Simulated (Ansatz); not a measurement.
Cost and result for the atomization energy of `F[SiH2]C[SiH](F)F` (11 atoms, 10 bonds).

```json
{"atom": "F1", "x (Å)": "2.2025", "y (Å)": "-0.5064", "z (Å)": "0.5342"}
{"atom": "Si2", "x (Å)": "1.4148", "y (Å)": "0.7733", "z (Å)": "-0.0244"}
{"atom": "C3", "x (Å)": "-0.3995", "y (Å)": "0.5464", "z (Å)": "0.3228"}
{"atom": "Si4", "x (Å)": "-1.1301", "y (Å)": "-1.0793", "z (Å)": "-0.1499"}
{"atom": "F5", "x (Å)": "-0.7597", "y (Å)": "-1.3991", "z (Å)": "-1.6626"}
{"atom": "F6", "x (Å)": "-2.7159", "y (Å)": "-0.9923", "z (Å)": "-0.0774"}
{"atom": "H7", "x (Å)": "1.6686", "y (Å)": "0.8687", "z (Å)": "-1.4802"}
{"atom": "H8", "x (Å)": "1.9487", "y (Å)": "1.9649", "z (Å)": "0.6777"}
{"atom": "H9", "x (Å)": "-0.5843", "y (Å)": "0.7065", "z (Å)": "1.3912"}
{"atom": "H10", "x (Å)": "-0.9429", "y (Å)": "1.3319", "z (Å)": "-0.2180"}
{"atom": "H11", "x (Å)": "-0.7022", "y (Å)": "-2.2146", "z (Å)": "0.6865"}
```

Total charge 0; spin multiplicity 1. All single points use the PBE0-D4/def2-TZVP geometry. It is one conformer, not always the lowest. Program: Ansatz. All runs use 4 threads of an Arm Neoverse V2 on a shared host. Times are those of one run each, without the atoms' runs, and a repeat can differ threefold. Electronic energies, without spin–orbit coupling; frozen cores. CCSD(T)/CBS adds CCSD(T) − MP2 in def2-TZVPP to the MP2 limit, and its time is that of the two runs behind it. T1 = 0.012. B3LYP takes the VWN-RPA correlation (the form of Gaussian; ORCA's B3LYP/G).

CCSD(T)/CBS is a level of theory with its own doubt, some kJ/mol a heavy atom from the limit and from the frozen cores, so smaller differences don't rank the functionals.

| level | functions | wall time | atomization (kcal/mol) | difference from CCSD(T)/CBS | per bond |
| --- | --- | --- | --- | --- | --- |
| PBE-D4/def2-TZVPP (with forces) | 278 | 2.8 s | 1023.5 | -2.5 | -0.3 |
| PBE0-D4/def2-TZVPP | 278 | 3.7 s | 1008.8 | -17.2 | -1.7 |
| r2SCAN-D4/def2-TZVPP (with forces) | 278 | 6 s | 1021.6 | -4.4 | -0.4 |
| B2PLYP/def2-TZVPP | 278 | 6.5 s | 1009.4 | -16.6 | -1.7 |
| ωB97X-V/def2-TZVPP | 278 | 11 s | 1024.5 | -1.5 | -0.2 |
| B3LYP-D4/def2-TZVPP (with forces) | 278 | 12 s | 1014.4 | -11.6 | -1.2 |
| ωB97M-V/def2-TZVPP (with forces) | 278 | 15 s | 1022.6 | -3.4 | -0.3 |
| MP2/def2-QZVPP | 518 | 34 s | 1039.4 | 13.4 | 1.3 |
| CCSD(T)/def2-TZVPP | 278 | 5.7 min | 997.6 | -28.4 | -2.8 |
| CCSD(T)/CBS(def2) | – | 6.3 min | 1026.0 | 0.0 | 0.0 |

From PBE to PBE0 (25 % exact exchange), in def2-TZVPP and without D4, the atomization energy moves by −13.8 kcal/mol: exact exchange takes away binding that semilocal exchange gives to molecules. The D4 term adds +9.4 kcal/mol with B3LYP and +4.9 kcal/mol with PBE0; it sums over pairs of atoms, weighted by their polarisabilities, and B3LYP, whose exchange is more repulsive, gets the larger term. In def2-TZVPP, CCSD(T) changes the Hartree–Fock value by +219.0 kcal/mol (the triples alone add +12.1 kcal/mol) and MP2 by +243.4 kcal/mol; breaking electron pairs costs correlation energy, which Hartree–Fock lacks.
